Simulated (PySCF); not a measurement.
# Fractional electron number in Zn (zinc, neutral)

The 4s beta orbital of [Ar] 3d10 4s2 is emptied in steps (occupation f), with all orbitals relaxed, ending at [Ar] 3d10 4s1. Computed with PySCF 2.14 in def2-SVP, with no relativity, point nucleus. The exact energy is a straight line in f; departures are measured from the line between the end points of the same method.

```json
{"f": "1", "UHF (eV)": "0.000", "LDA (eV)": "0.000", "PBE (eV)": "0.000", "PBE0 (eV)": "0.000", "r2SCAN (eV)": "0.000", "LC-wPBE (eV)": "0.000", "BHandHLYP (eV)": "0.000", "TPSS (eV)": "0.000", "CAM-B3LYP (eV)": "0.000"}
{"f": "0.75", "UHF (eV)": "0.051", "LDA (eV)": "-0.683", "PBE (eV)": "-0.670", "PBE0 (eV)": "-0.480", "r2SCAN (eV)": "-0.587", "LC-wPBE (eV)": "-0.015", "BHandHLYP (eV)": "-0.337", "TPSS (eV)": "-0.640", "CAM-B3LYP (eV)": "-0.290"}
{"f": "0.5", "UHF (eV)": "0.063", "LDA (eV)": "-0.916", "PBE (eV)": "-0.902", "PBE0 (eV)": "-0.645", "r2SCAN (eV)": "-0.783", "LC-wPBE (eV)": "-0.024", "BHandHLYP (eV)": "-0.459", "TPSS (eV)": "-0.869", "CAM-B3LYP (eV)": "-0.397"}
{"f": "0.25", "UHF (eV)": "0.043", "LDA (eV)": "-0.690", "PBE (eV)": "-0.679", "PBE0 (eV)": "-0.484", "r2SCAN (eV)": "-0.589", "LC-wPBE (eV)": "-0.024", "BHandHLYP (eV)": "-0.354", "TPSS (eV)": "-0.666", "CAM-B3LYP (eV)": "-0.307"}
{"f": "0", "UHF (eV)": "0.000", "LDA (eV)": "0.000", "PBE (eV)": "0.000", "PBE0 (eV)": "0.000", "r2SCAN (eV)": "0.000", "LC-wPBE (eV)": "0.000", "BHandHLYP (eV)": "0.000", "TPSS (eV)": "0.000", "CAM-B3LYP (eV)": "0.000"}
```

Question: For TPSS, how does the orbital energy at f = 1 compare with the removal energy?

Answer: −ε = 5.444 eV against a total-energy difference of 8.807 eV. By Janak's theorem ε = ∂E/∂f, so the gap between them reflects the curvature. Along the path −ε is 7.061 (f = 0.75), 8.734 (f = 0.5), 10.535 (f = 0.25) eV.

| method | E(f=0) − E(f=1) (eV) | −ε at f=1 (eV) | −ε at f=0.5 (eV) |
| --- | --- | --- | --- |
| UHF | 7.520 | 7.820 | 7.499 |
| LDA | 9.358 | 5.751 | 9.339 |
| PBE | 9.046 | 5.512 | 9.017 |
| PBE0 | 8.825 | 6.286 | 8.811 |
| r2SCAN | 8.831 | 5.693 | 8.813 |
| LC-wPBE | 8.648 | 8.576 | 8.623 |
| BHandHLYP | 8.792 | 7.026 | 8.749 |
| TPSS | 8.807 | 5.444 | 8.734 |
| CAM-B3LYP | 9.089 | 7.572 | 9.046 |

Reference removal energy between the ground levels: 9.394 eV (measured; NIST Atomic Spectra Database, ionization energies). UHF lacks correlation.
